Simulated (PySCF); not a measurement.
# C₆ coefficients of unlike pairs at PBE

Calculated with PySCF 2.14 from the dipole response of each species, C₆(A,B) = (3/π) ∫ α_A(iu) α_B(iu) du, in atomic units, from isotropic polarisabilities. For ions this is the dispersion term alone; charge-induced terms of lower order in 1/R come first.

```
species       configuration                                                                                              basis      relativity  α (bohr³)  C₆ (like pair)
    Ti⁺   [Ar] 3d2 4s1 (4F)                 x2c-QZVPPall with one added diffuse shell each of s, p, d, f, g type (12s8p6d4f3g)   spin-free X2C      46.34           292.4
   Ag³⁺       [Kr] 4d8 (3F)  aug-cc-pVTZ-PP with one added diffuse shell each of s, p, d, f, g type with ECP28MDF (7s7p6d4f3g)  core potential      4.167           18.78
   Ge³⁺  [Ar] 3d10 4s1 (2S)                                                          aug-cc-pVQZ-PP with ECP10MDF (7s6p5d3f2g)  core potential      5.863           13.09
```

**Question.** Estimate C₆ for Ag³⁺ with Ti⁺.

**Answer.** The integral gives 52.64. The combination rule 2 C_A C_B / (C_A α_B/α_A + C_B α_A/α_B) gives 46.71 and the geometric mean 74.10.

No spin-orbit coupling is included.

The other pairs:

```
      pair     C₆
 Ge³⁺, Ti⁺  56.35
Ge³⁺, Ag³⁺  14.28
```
